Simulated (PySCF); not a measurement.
Al(I)(OH)2, SMILES [OH][Al]([OH])[I], CAM-B3LYP/def2-SVP optimised geometry.

```
6

Al    -0.28    -0.21     0.00
I     -1.56     1.90     0.00
O      1.40    -0.21     0.00
H      1.99     0.54    -0.01
O     -1.05    -1.71     0.00
H     -1.99    -1.90     0.02
```

Density from CAM-B3LYP/def2-TZVP, def2 effective core potentials past Kr in PySCF at that geometry. The core electrons that the potentials of I replace are not part of the density.

Minimum of the electron density along straight lines between bonded atoms, close to the bond critical point (lines longer than 1.1 times the sum of covalent radii, or with two minima, are not listed):

```tsv
bond	length / Å	ρ at the minimum / e bohr⁻³	∇²ρ there / e bohr⁻⁵	position (fraction from the first atom)
Al1–I2	2.469	0.059	0.10	0.35
Al1–O3	1.681	0.114	0.82	0.43
O3–H4	0.959	0.354	-2.42	0.81
Al1–O5	1.680	0.114	0.83	0.43
O5–H6	0.959	0.354	-2.43	0.81
```
